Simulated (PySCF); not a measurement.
PySCF 2.14 output of an unrestricted M06-2X calculation on a single atom or ion in ANO-RCC-VTZP, with scalar relativity by spin-free X2C-1e:

```
SCF conv_tol = 1e-09
number electrons alpha = 15  beta = 13
    Y. Zhao and D. G. Truhlar.,  Theor. Chem. Acc. 120, 215 (2008)
    Y. Zhao and D. G. Truhlar.,  Theor. Chem. Acc. 120, 215 (2008)
cycle= 1 E= -1654.20965552306  delta_E= -0.0128  |g|= 0.0569  |ddm|= 0.112
cycle= 2 E= -1654.20931880819  delta_E= 0.000337  |g|= 0.0861  |ddm|= 0.0388
cycle= 3 E= -1654.21022559393  delta_E= -0.000907  |g|= 0.00348  |ddm|= 0.0185
cycle= 4 E= -1654.21022934187  delta_E= -3.75e-06  |g|= 0.000874  |ddm|= 0.00219
cycle= 5 E= -1654.21022961115  delta_E= -2.69e-07  |g|= 8.45e-05  |ddm|= 0.000749
cycle= 6 E= -1654.21022961787  delta_E= -6.72e-09  |g|= 1.37e-05  |ddm|= 0.00014
cycle= 7 E= -1654.21022961824  delta_E= -3.68e-10  |g|= 3.1e-06  |ddm|= 3.8e-05
converged SCF energy = -1654.21022961824  <S^2> = 2.0010808  2S+1 = 3.0007204
```

The run itself started from symmetry-adapted Hartree-Fock orbitals and held the occupation by maximum overlap, on a logarithmic radial grid, so the iterations belong to that start.

Question: Which element, charge and spin multiplicity is this?

Answer: Cu+ (copper, charge +1), multiplicity 3; the state was [Ar] 3d9 4p1, one real determinant (an excited configuration).

⟨L²⟩ = 8.01 against 12 for a pure F term, so this real determinant mixes terms.
